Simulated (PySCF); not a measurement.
A PySCF script (with the pyscf-properties extension) for the NMR shieldings of SMILES COC[SiH2]C1=CC[SiH2][C@@H]1F, C6H13FOSi2, on a GFN2-xTB geometry:

```python
import basis_set_exchange as bse
import numpy as np
from pyscf import gto, dft
from pyscf.prop import nmr

atoms = """
C    -4.363572    0.452882   -0.499035
O    -3.310228   -0.151294    0.202380
C    -2.034092    0.199568   -0.292499
Si   -0.800737   -0.682517    0.863643
C     0.961381   -0.239953    0.351692
C     1.329800    0.435236   -0.733747
C     2.780288    0.681788   -1.028696
Si    3.712995   -0.296041    0.316753
C     2.078636   -0.712084    1.247197
F     1.946523   -2.075858    1.502249
H    -4.346186    0.174312   -1.561069
H    -4.312350    1.547696   -0.425661
H    -5.289455    0.102046   -0.047023
H    -1.939030   -0.118204   -1.340503
H    -1.914389    1.292384   -0.277823
H    -1.018465   -2.128012    0.782065
H    -1.031017   -0.195283    2.230305
H     0.599095    0.827697   -1.427403
H     2.984668    1.753615   -0.989941
H     3.008053    0.369448   -2.049024
H     4.604478    0.539999    1.122830
H     4.362040   -1.510141   -0.169108
H     1.986812   -0.240298    2.232495
"""
names = dict.fromkeys(["C", "O", "Si", "F", "H"], "pcSseg-1")
basis = {el: gto.basis.parse(bse.get_basis(n, elements=[el], fmt="nwchem")) for el, n in names.items()}
mol = gto.M(atom=atoms, basis=basis, charge=0, verbose=0)
mf = dft.RKS(mol, xc="PBE0")
mf.grids.level = 2
mf.grids.alignment = dft.numint.BLKSIZE   # the property module wants whole blocks of grid points
mf.conv_tol = 1e-9
mf.kernel()

calc = nmr.RKS(mf)   # GIAO
C = mf.mo_coeff
Co = C[:, mf.mo_occ > 0]
resp = mf.gen_response(singlet=True, hermi=2)
def vind(x):   # induced exchange potential for any number of trial vectors
    d = np.einsum("pi,xij,qj->xpq", C, 2 * x.reshape(-1, C.shape[1], Co.shape[1]), Co, optimize=True)
    return np.einsum("xpq,pi,qj->xij", resp(d - d.transpose(0, 2, 1)), C, Co, optimize=True).ravel()
mo1, _ = nmr.rhf.solve_mo1(calc, with_cphf=vind)
sigma = calc.kernel(mo1)
for i, s in enumerate(sigma):   # ppm
    print("%2d %-2s %9.2f" % (i, mol.atom_pure_symbol(i), np.trace(s) / 3))
```

Q: What does it print?

A: 
```
 0 C     121.16
 1 O     335.40
 2 C     123.16
 3 Si    402.44
 4 C      36.11
 5 C      35.59
 6 C     167.08
 7 Si    383.41
 8 C      87.88
 9 F     404.92
10 H      28.41
11 H      28.40
12 H      27.74
13 H      28.19
14 H      28.36
15 H      27.02
16 H      27.19
17 H      25.62
18 H      29.97
19 H      29.76
20 H      27.36
21 H      27.38
22 H      25.81
```

These numbers come from an equivalent density-fitted implementation of the same equations, which agrees with the script to about 0.01 ppm for H and up to a few tenths of a ppm for heavy atoms, so last digits may differ.

Q: Turn these shieldings into chemical shifts. δ = σ(ref) − σ, references computed at the same level: TMS for ¹³C (σref 186.93) and ²⁹Si (σref 349.16) and ¹H (σref 31.72); ¹⁷O (σref 336.08) against H2O; CFCl3 for ¹⁹F (σref 170.95).

A: Averaging equivalent atoms: C 5: 151.3; C 4: 150.8; C 8: 99.0; C 0: 65.8; C 2: 63.8; C 6: 19.8; O 1: 0.7; Si 7: -34.3; Si 3: -53.3; F 9: -234.0; H 17: 6.10; H 22: 5.91; H 15: 4.70; H 16: 4.53; H 20: 4.35; H 21: 4.34; H 10/11/12: 3.53; H 13: 3.53; H 14: 3.36; H 19: 1.95; H 18: 1.74 ppm. Unscaled 19F shifts against computed CFCl3 carry errors that often reach 10 to 50 ppm. Experimental scales use liquid or dissolved standards, which lie at an offset from isolated H2O (liquid H2O: subtract about 36 ppm).

Size and cost of the density-fitted run: 249 basis functions, 2.1 min wall time on 1 thread of an Arm Neoverse N1, shared host; peak memory 1.1 GiB.
